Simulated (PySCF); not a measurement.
Compound: Mo(NH)2(OH)2 (singlet state).
Geometry (PBE0-D3(BJ)/def2-SVP, Å), atoms numbered from 1 in this order:
```
atom  x, y, z in Å
Mo1   -0.103   -0.030   -0.072
N2    -0.130    0.559    1.546
H3     0.262    0.888    2.425
N4     1.517   -0.192   -0.636
H5     2.530   -0.135   -0.569
O6    -0.978    1.210   -1.196
H7    -1.575    1.868   -0.823
O8    -0.940   -1.723   -0.074
H9    -0.583   -2.445   -0.602
```

Computed, not measured: TDDFT CAM-B3LYP/def2-SVPD, vertical, gas phase, core orbitals frozen in the response, def2 core potentials past Kr in PySCF 2.14.0, density-fitted response routines. Spin–orbit coupling is left out.

Transition dipole moments from the ground state, in atomic units and in the frame of the coordinates above (overall signs are arbitrary), for the states with f of 0.002 or more among the lowest 10:

```csv
state,E (hartree),μx,μy,μz
S2,0.1771,-0.089,0.169,0.065
S3,0.1820,0.068,0.165,-0.169
S5,0.2050,-0.203,0.126,0.247
S8,0.2229,-0.171,-0.139,0.307
S10,0.2309,-0.274,0.065,0.113
```

Problem. What oscillator strength does each state have?

Solution. f = (2/3) ΔE |μ|² with ΔE in hartree (27.2114 eV).

| state | \|μ\|² (au) | \|μ\| (D) | f |
| --- | --- | --- | --- |
| S2 | 0.041 | 0.51 | 0.005 |
| S3 | 0.060 | 0.62 | 0.007 |
| S5 | 0.118 | 0.87 | 0.016 |
| S8 | 0.143 | 0.96 | 0.021 |
| S10 | 0.092 | 0.77 | 0.014 |

Problem. What angle do the transition dipoles of S8 and S10 make?

Solution. |cos θ| = |μa·μb| / (|μa| |μb|) = 0.63, so θ ≈ 51° (taken between 0 and 90°, since the signs are arbitrary).

Problem. What peak molar absorption coefficient would the strongest computed level give as a lone Gaussian band 0.4 eV wide at half height?

Solution. ε(max) = 2.175×10⁸ f / FWHM, with the width in cm⁻¹. S8: 2.175×10⁸ × 0.0213 / 3226 ≈ 1400 L mol⁻¹ cm⁻¹.

All these states lie below the vertical ionisation energy of 9.87 eV (ΔSCF).

On Arm Neoverse V1, one thread, on a shared host, this took 2.2 min.
